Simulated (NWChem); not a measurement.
System: C3H4F2; SMILES CC=C(F)F

Question: Give the equilibrium geometry at PBE-D3(BJ)/def2-SVP (NWChem) as an XYZ file, with the point group.

Answer: point group Cs; any orientation.
```
9

C      0.0155     2.0045     0.0000
C     -0.6827     0.6789     0.0000
C     -0.0541    -0.5040     0.0000
F      1.2674    -0.6654     0.0000
F     -0.6598    -1.6864     0.0000
H     -0.2623     2.6076    -0.8906
H      1.1156     1.8853     0.0000
H     -0.2623     2.6076     0.8906
H     -1.7820     0.6360     0.0000
```
